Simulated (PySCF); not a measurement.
Exercise with solution: entropy of an ideal gas

AuCl, SMILES [Cl][Au], multiplicity 1.

Geometry: B3LYP-D3(BJ)/def2-TZVPD. The spin state was assumed, not searched. The def2 effective core potentials stand for the cores of Au; spin–orbit coupling is left out.

B3LYP-D3(BJ)/def2-TZVPD (PySCF) gives the harmonic wavenumbers 347 cm⁻¹ and the rotational temperature 0.1590 K. The molar mass is 232.42 g/mol, the symmetry number 1, the spin multiplicity 1.

Q: Work out the entropy at 298.15 K and 1 atm in the rigid-rotor, harmonic-oscillator model.

A: 
Translation (Sackur–Tetrode at 1 atm): S = R[1.5 ln M + 2.5 ln T − 1.16487] = 176.7 J/(mol K).
Rotation: q = T/(σ θ) = 1880, S = R[ln q + 1] = 71.0 J/(mol K).
Vibration: with u = 1.4388 ν/T, each mode gives R[u/(e^u − 1) − ln(1 − e^−u)]:
| ν (cm⁻¹) | modes | u | S (J/(mol K)) |
|---|---|---|---|
| 347 | 1 | 1.67 | 4.94 |
These are all the modes. Sum 4.9 J/(mol K).
Spin: R ln 1 = 0.0 J/(mol K).
Total 252.6 J/(mol K); the program's own thermochemistry gives 252.6. Translation makes up 70 % and vibration 2 %. Anharmonicity, hindered rotation and orbital degeneracy are left out.
